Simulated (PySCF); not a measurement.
Compound: C5H8BFO2.
Atom-mapped SMILES: `[OH:1][B:2]([OH:3])[C@:4]12[CH2:5][C@:6]([F:7])([CH2:8]1)[CH2:9]2`

Geometry (PBE0-D3(BJ)/def2-SVP, Å), atoms numbered from 1 in this order:
```xyz
17
C5H8BFO2 angstrom
O      2.2658    0.7823    0.8701
B      1.6197    0.1372   -0.1430
O      2.2402   -0.4071   -1.2273
C      0.0638    0.0061   -0.0362
C     -0.7122   -0.8125    1.0442
C     -1.7601   -0.1507    0.1490
F     -3.0994   -0.2685    0.2833
C     -0.9411   -0.5585   -1.0771
C     -0.9617    1.1520    0.2250
H      3.2217    0.8386    0.7837
H      3.1967   -0.3077   -1.2512
H     -0.6189   -1.9072    0.9800
H     -0.6332   -0.4458    2.0784
H     -1.0818    0.0381   -1.9909
H     -0.8670   -1.6346   -1.2936
H     -1.1018    1.8716   -0.5961
H     -0.9002    1.6458    1.2059
```

Probes without a nucleus sit at each ring's centroid and 1 Å off its mean plane on both sides; NICS is minus the shielding there, NICSzz its component along the normal. Level: GIAO CAM-B3LYP/pcSseg-1 (PySCF, non-relativistic, gas phase) on the PBE0-D3(BJ)/def2-SVP geometry, one conformer.

Ring bond lengths (Å): C4–C5 1.562, C5–C6 1.529, C6–C8 1.530, C8–C4 1.553; C4–C5 1.562, C5–C6 1.529, C6–C9 1.530, C9–C4 1.560.

**Question.** Give the NICS values of each ring in ppm.

**Answer.** 
```csv
ring,type,NICS(0),"NICS(1), two faces","NICS(1)zz, two faces",rms pucker (Å),"centre to ring atoms, mean (Å)"
C4–C5–C6–C8,4-membered carbocycle; formal bonds all single,-19.0,-4.9 / -34.5,-5.0 / -28.4,0.31,1.04
C4–C5–C6–C9,4-membered carbocycle; formal bonds all single,-18.9,-4.8 / -34.9,-4.8 / -29.6,0.31,1.04
```

**Question.** What can be read from them?

**Answer.** 
- C4–C5–C6–C8: mean NICS(1)zz -16.7 ppm, shielded. C4, C5, C6, C8 have four or more neighbours, so the value isn't read as a sign of a π ring current. The two faces differ by 23.4 ppm, so no symmetry operation interchanges them.
- C4–C5–C6–C9: mean NICS(1)zz -17.2 ppm, shielded. C4, C5, C6, C9 have four or more neighbours, so the value isn't read as a sign of a π ring current. The two faces differ by 24.8 ppm, so no symmetry operation interchanges them.

**Question.** How shielded are the nuclei of the rings and their hydrogens (means over atoms taken as equivalent)?

**Answer.** 
| atoms | environment | σ isotropic (ppm) |
| --- | --- | --- |
| C4 | sp3 carbon bound to boron | 170.6 |
| C5 (×3) | four-membered-ring carbon | 126.3 |
| C6 | sp3 C–F carbon | 108.0 |
| H12 (×6) | methylene hydrogen | 29.59 |

**Question.** How do the values depend on the level or the medium?

**Answer.** 
```json
{"level": "CAM-B3LYP/pcSseg-1, gas", "NICS(0), C4–C5–C6–C8": "-19.0", "mean NICS(1)zz, C4–C5–C6–C8": "-16.7", "NICS(0), C4–C5–C6–C9": "-18.9", "mean NICS(1)zz, C4–C5–C6–C9": "-17.2"}
{"level": "PBE0/pcSseg-1, gas", "NICS(0), C4–C5–C6–C8": "-19.4", "mean NICS(1)zz, C4–C5–C6–C8": "-16.7", "NICS(0), C4–C5–C6–C9": "-19.2", "mean NICS(1)zz, C4–C5–C6–C9": "-17.2"}
{"level": "PBE0/pcSseg-1, IEF-PCM chloroform", "NICS(0), C4–C5–C6–C8": "-19.5", "mean NICS(1)zz, C4–C5–C6–C8": "-16.8", "NICS(0), C4–C5–C6–C9": "-19.4", "mean NICS(1)zz, C4–C5–C6–C9": "-17.4"}
{"level": "PBE0/pcSseg-1, IEF-PCM water", "NICS(0), C4–C5–C6–C8": "-19.5", "mean NICS(1)zz, C4–C5–C6–C8": "-16.9", "NICS(0), C4–C5–C6–C9": "-19.4", "mean NICS(1)zz, C4–C5–C6–C9": "-17.4"}
```

The geometry is the same throughout; the continuum's cavity takes Bondi-type radii × 1.2.
